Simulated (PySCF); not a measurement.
Ge(H)(F)2(Et) (C2H6F2Ge), SMILES [F][GeH]([F])[CH2]C. Heavy atoms are numbered as in [GeH:1]([F:2])([F:3])[CH2:4][CH3:5]. Hydrogens are named by the atom that carries them.

Geometry: ωB97X-D3(BJ)/def2-SVP. Other conformers were not sampled.

Level of theory: PBE/pcSseg-1 in PySCF.

GIAO shieldings, no solvent; atoms alike by connectivity are averaged. δ = σ(ref) − σ: ⁷³Ge against GeH4 (σ = 1614.4 ppm); ¹⁹F against CFCl3 (σ = 133.6 ppm); ¹³C against TMS (σ = 182.0 ppm); ¹H against TMS (σ = 31.49 ppm), references at their B3LYP-D3(BJ)/def2-TZVP geometries, non-relativistic.

```json
[
 {"atoms": "Ge1 (GeH)", "nucleus": "⁷³Ge", "count": "1", "δ (ppm)": "…"},
 {"atoms": "F2", "nucleus": "¹⁹F", "count": "2", "δ (ppm)": "-194.4"},
 {"atoms": "C4 (CH2)", "nucleus": "¹³C", "count": "1", "δ (ppm)": "…"},
 {"atoms": "C5 (CH3)", "nucleus": "¹³C", "count": "1", "δ (ppm)": "9.3"},
 {"atoms": "H on Ge1", "nucleus": "¹H", "count": "1", "δ (ppm)": "6.40"},
 {"atoms": "H on C5", "nucleus": "¹H", "count": "3", "δ (ppm)": "1.68"},
 {"atoms": "H on C4", "nucleus": "¹H", "count": "2", "δ (ppm)": "…"}
]
```

Question: Complete the blanks. (The exact figures need the calculation; the answer reports its results.)

Answer: 
- H on C4, δ (ppm): 1.48
- C4 (CH2), δ (ppm): 19.7
- Ge1 (GeH), δ (ppm): 427.6
